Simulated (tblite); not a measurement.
Compound: C5H15NSSi2.
Bonds: C1–C2 (double), C2–N3, N3–Si4, Si4–S5, S5–Si6, N3–C7, C7–C8, C7–C9. Hydrogens: H10, H11 on C1; H12 on C2; H13, H14 on Si4; H15, H16, H17 on Si6; H18 on C7; H19, H20, H21 on C8; H22, H23, H24 on C9.

Computed with GFN2-xTB (tblite), gas phase: L-BFGS steps from a force-field or distance-geometry start until the largest atomic force falls under 0.01 eV/Å.

Step 26: E = -763.1172 eV
```
atom  x, y, z in Å  |  force x, y, z in eV/Å
C1     -1.5686    2.4212   -0.9584   -0.009   0.068  -0.040
C2     -1.3661    1.4285   -0.1100    0.048   0.106   0.079
N3     -0.3922    0.4395   -0.2495   -0.087   0.029  -0.042
Si4     1.1866    0.9057   -0.7306   -0.072   0.087   0.040
S5      2.3307   -0.9135   -0.7609    0.038  -0.058  -0.034
Si6     4.1364   -0.6078    0.3343    0.059   0.025   0.047
C7     -0.8999   -0.9271   -0.1438    0.019  -0.016  -0.019
C8     -2.0182   -1.1201   -1.1649   -0.014  -0.047   0.027
C9     -1.3548   -1.2516    1.2802   -0.004   0.088  -0.017
H10    -1.0195    2.5000   -1.8810    0.035   0.046   0.093
H11    -2.3114    3.1758   -0.7659    0.031  -0.021  -0.011
H12    -1.9638    1.3489    0.7918   -0.053  -0.011  -0.066
H13     1.3916    1.5162   -2.0494   -0.055  -0.121   0.024
H14     1.6709    1.8142    0.3048    0.106   0.005   0.015
H15     4.0129    0.5306    1.2288   -0.107   0.057   0.059
H16     4.2840   -1.8561    1.0668    0.060   0.017  -0.035
H17     5.2201   -0.3345   -0.5998   -0.011  -0.070  -0.055
H18    -0.0641   -1.5801   -0.3988    0.018  -0.091  -0.016
H19    -2.9053   -0.5714   -0.8621   -0.055   0.074  -0.020
H20    -2.2820   -2.1663   -1.2627    0.021  -0.142   0.030
H21    -1.6920   -0.7516   -2.1341   -0.016  -0.010  -0.018
H22    -0.5418   -1.0538    1.9739    0.021  -0.073   0.027
H23    -2.2020   -0.6359    1.5630   -0.101   0.042   0.036
H24    -1.6631   -2.2910    1.3694    0.128   0.015  -0.101
```

Step 27: E = -763.1230 eV
```
atom  x, y, z in Å  |  force x, y, z in eV/Å
C1     -1.5630    2.4248   -0.9545    0.019   0.076  -0.050
C2     -1.3669    1.4283   -0.1093    0.000   0.098   0.067
N3     -0.3919    0.4411   -0.2484   -0.097  -0.002  -0.007
Si4     1.1867    0.9088   -0.7328   -0.110  -0.027   0.010
S5      2.3298   -0.9141   -0.7624    0.067  -0.022  -0.008
Si6     4.1380   -0.6064    0.3342   -0.008   0.013   0.031
C7     -0.8994   -0.9267   -0.1422   -0.026  -0.035  -0.071
C8     -2.0209   -1.1188   -1.1655    0.001  -0.043   0.067
C9     -1.3551   -1.2549    1.2837    0.007   0.091  -0.098
H10    -0.9958    2.5053   -1.8648    0.030   0.073   0.051
H11    -2.3088    3.1790   -0.7728    0.036  -0.030   0.003
H12    -1.9809    1.3403    0.7800   -0.036  -0.029  -0.038
H13     1.3847    1.5120   -2.0548   -0.042  -0.110   0.010
H14     1.6712    1.8140    0.2992    0.133   0.058   0.064
H15     4.0076    0.5304    1.2286   -0.103   0.070   0.066
H16     4.2936   -1.8526    1.0669    0.051  -0.001  -0.028
H17     5.2193   -0.3329   -0.5993    0.018  -0.056  -0.080
H18    -0.0632   -1.5796   -0.4025   -0.019  -0.066   0.014
H19    -2.9047   -0.5603   -0.8628    0.003   0.029  -0.053
H20    -2.2925   -2.1667   -1.2522    0.043  -0.049   0.016
H21    -1.6925   -0.7565   -2.1395   -0.044  -0.056   0.073
H22    -0.5425   -1.0490    1.9757   -0.004  -0.065   0.033
H23    -2.2109   -0.6475    1.5621   -0.058   0.032   0.039
H24    -1.6536   -2.2980    1.3743    0.140   0.050  -0.112
```

Q: Estimate the geometry and energy of step 28. (The exact step hangs on the optimiser's Hessian estimate; all steps are aligned on step 27, rigid shifts and turns removed.)

A: E = -763.1294 eV, largest force 0.185 eV/Å
```
atom  x, y, z in Å  |  force x, y, z in eV/Å
C1     -1.5593    2.4296   -0.9507    0.044   0.081  -0.040
C2     -1.3673    1.4318   -0.1068   -0.050   0.042   0.029
N3     -0.3937    0.4441   -0.2486   -0.078  -0.029   0.022
Si4     1.1853    0.9117   -0.7336   -0.098  -0.135   0.002
S5      2.3302   -0.9157   -0.7640    0.077   0.033   0.021
Si6     4.1400   -0.6053    0.3352   -0.066   0.017   0.009
C7     -0.8991   -0.9256   -0.1423   -0.067  -0.033  -0.090
C8     -2.0238   -1.1195   -1.1657    0.015  -0.033   0.081
C9     -1.3556   -1.2554    1.2853    0.019   0.071  -0.143
H10    -0.9757    2.5105   -1.8486    0.040   0.102  -0.015
H11    -2.3075    3.1827   -0.7793    0.027  -0.018   0.019
H12    -1.9960    1.3348    0.7696   -0.032  -0.040   0.011
H13     1.3763    1.5059   -2.0591   -0.029  -0.092  -0.007
H14     1.6771    1.8127    0.2957    0.137   0.086   0.085
H15     3.9988    0.5309    1.2294   -0.089   0.064   0.057
H16     4.3064   -1.8491    1.0679    0.038  -0.017  -0.018
H17     5.2187   -0.3344   -0.6003    0.033  -0.038  -0.088
H18    -0.0621   -1.5788   -0.4065   -0.062  -0.025   0.045
H19    -2.9050   -0.5524   -0.8646    0.047  -0.022  -0.072
H20    -2.2984   -2.1699   -1.2418    0.053   0.041   0.003
H21    -1.6952   -0.7626   -2.1443   -0.061  -0.096   0.144
H22    -0.5428   -1.0476    1.9772   -0.030  -0.038   0.030
H23    -2.2194   -0.6560    1.5622    0.004   0.011   0.031
H24    -1.6435   -2.3022    1.3749    0.127   0.067  -0.117
```

The energy changes by -0.0064 eV. The first-order estimate −F·Δx gives -0.0086 eV and the mean of the old and new forces, exact on a quadratic surface, -0.0064 eV. The step makes an angle of 68° with the force vector and moves no atom by more than 0.026 Å.

What follows is the cost of the whole relaxation. The run took 4.6 s on an Arm Neoverse N1 with one thread, shared host with 64 logical CPUs at a one-minute load of 30.
